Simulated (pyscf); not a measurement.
**Hydrogen shift: `[CH3][CH]([CH3])[O-]` -> `[CH3][C-]([CH3])[OH]`**

Gas phase, singlet surface, charge -1. Bonds broken: C2–H8. Bonds formed: O4–H8. Structures and frequencies: ωB97X-D3(BJ)/def2-SVPD in PySCF.

Transition state (Å):

```xyz
11

C     -0.0053    -1.2118     0.3600
C     -0.2951     0.1471     0.9541
C     -1.3266     0.8991     0.1455
O      0.9914     0.9535     0.9628
H      0.3881    -1.1023    -0.6818
H      0.7622    -1.7469     0.9409
H     -0.9119    -1.8453     0.3218
H      0.3685     0.6592     1.9049
H     -1.5183     1.8968     0.5706
H     -2.2887     0.3543     0.0983
H     -0.9607     1.0524    -0.9008
```

One imaginary mode, 1652i cm⁻¹; descent along it reached the two sides named.

```
bond   change  reactant side (Å)  saddle  product side
-----  ------  -----------------  ------  ------------
C2–H8  breaks              1.141   1.268         1.955
O4–H8   forms              2.078   1.167         0.955
```

Electronic energies relative to the reactant's lowest minimum found (kJ/mol):

```json
[
 {"level": "ωB97X-D3(BJ)/def2-TZVPD", "barrier": "243.8", "reaction energy": "+148.2", "reverse barrier": "95.7"},
 {"level": "PBE/def2-TZVPD", "barrier": "217.9", "reaction energy": "+134.5", "reverse barrier": "83.5"},
 {"level": "r²SCAN/def2-TZVPD", "barrier": "230.9", "reaction energy": "+139.8", "reverse barrier": "91.1"},
 {"level": "B3LYP-D3(BJ)/def2-TZVPD", "barrier": "238.8", "reaction energy": "+139.5", "reverse barrier": "99.3"},
 {"level": "PBE0-D3(BJ)/def2-TZVPD", "barrier": "234.6", "reaction energy": "+139.6", "reverse barrier": "95.1"},
 {"level": "M06-2X/def2-TZVPD", "barrier": "236.4", "reaction energy": "+134.8", "reverse barrier": "101.6"},
 {"level": "ωB97M-D3(BJ)/def2-TZVPD", "barrier": "237.7", "reaction energy": "+139.7", "reverse barrier": "98.1"},
 {"level": "HF/def2-TZVPD", "barrier": "289.8", "reaction energy": "+155.9", "reverse barrier": "133.9"}
]
```

With ωB97M-D3(BJ)/def2-TZVPD energies and thermal terms (ideal gas, 1 atm, RRHO with modes under 100 cm⁻¹ raised to 100, one conformer, R ln 2 for rigid chiral ones), in kJ/mol:

```
T (K)    ΔH‡    ΔG‡      ΔH      ΔG
-----  -----  -----  ------  ------
298    224.6  224.4  +135.0  +134.9
600    224.8  224.0  +136.5  +134.2
900    224.0  223.7  +137.5  +132.8
1200   222.6  223.8  +138.1  +131.2
```

This is the saddle that the search found; another between the same sides may lie lower.
